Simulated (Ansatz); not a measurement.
Species: H$_{6}$AlN$_{3}$, SMILES `[NH2][Al]([NH2])[NH2]` (charge 0, multiplicity 1).

### Question
Give a relaxed geometry from B3LYP-D3(BJ)/def2-TZVP (Ansatz, a quantum-chemistry and plane-wave program).

### Answer
the end point of this relaxation (outside a Z-matrix the atoms follow the SMILES, hydrogens last).
Cartesian coordinates (Å) in one orientation:
```xyz
10

N      1.771     0.000    -0.105
Al     0.000     0.000     0.000
N     -0.884     1.536     0.092
N     -0.888    -1.536     0.013
H      2.335    -0.798    -0.347
H      2.360     0.799     0.066
H     -0.487     2.442    -0.094
H     -1.856     1.629     0.340
H     -1.882    -1.630    -0.117
H     -0.471    -2.442     0.152
```
